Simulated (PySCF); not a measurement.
Fill in the blanks.

[AlCl4]- (charge -1).
SMILES: `[Cl][Al-]([Cl])([Cl])[Cl]`

```csv
property,level,value
point group,PBE0-D3(BJ)/def2-SVP,?
"rotational constants A, B, C",PBE0-D3(BJ)/def2-SVP,?
HOMO energy,B3LYP/pcSseg-1 (pcSseg-2 on Al),?
LUMO energy,B3LYP/pcSseg-1 (pcSseg-2 on Al),?
"isotropic shieldings of nuclei other than C and H, by class",GIAO B3LYP/pcSseg-1 (pcSseg-2 on Al),"445 (1 Al), 928 (4 Cl) ppm"
```

The electronic properties come from PySCF, for the isolated species, density fitting. Geometry: PBE0-D3(BJ)/def2-SVP; no solvent, vibrations or thermal averaging. The geometry's basis has no diffuse functions, a weakness for an anion. No diffuse functions stand in pcSseg-1 (pcSseg-2 on Al), which bears on an anion's orbital energies.

**Question.** The point group?

**Answer.** Td.

**Question.** What is the LUMO energy?

**Answer.** 4.82 eV.

**Question.** Give the rotational constants A, B, C.

**Answer.** 1.164, 1.161, 1.156 GHz.

**Question.** The HOMO energy?

**Answer.** -4.08 eV.

The rotational constants are those of a spherical top; the small spread among constants that symmetry makes equal is optimisation noise. With B = h/(8π²I), that is 505.379 GHz u Å² over I, the principal moments of inertia are 434.3, 435.2 and 437.1 u Å² (most abundant isotopes); the inertial defect Ic − Ia − Ib is -432.4 u Å² (zero for a rigid planar frame, negative otherwise).
